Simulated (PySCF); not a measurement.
**A thermochemical cycle for KBr**

r²SCAN in PySCF with x2c-SVPall on every atom, spin-free X2C, for the lowest determinant that a PBE0 search found; no spin–orbit coupling. KBr, a singlet (closed shell), has De = 3.91 eV to neutral atoms, and KBr⁺, a doublet (π ↑), has De = 0.26 eV to K⁺ + Br.

At the same level the K atom ionises at 4.24 eV.

Problem. What is the adiabatic ionisation energy of the molecule, and does ionisation strengthen or weaken the bond?

Solution. IE = IE(K) + De(neutral) − De(ion) = 4.24 + 3.91 − 0.26 = 7.89 eV. De changes by -3.65 eV, so ionisation weakens the bond.

Weak bonds: KBr⁺. Basis-set superposition, not corrected here, can be much of De in a small basis, most of all at correlated wavefunction levels. Spin–orbit coupling is left out. For an ion De counts to the pair picked by the measured ionisation energies or electron affinities, which need not be the lowest pair at this level. States were picked by a PBE0 search and need not be the measured ground states.
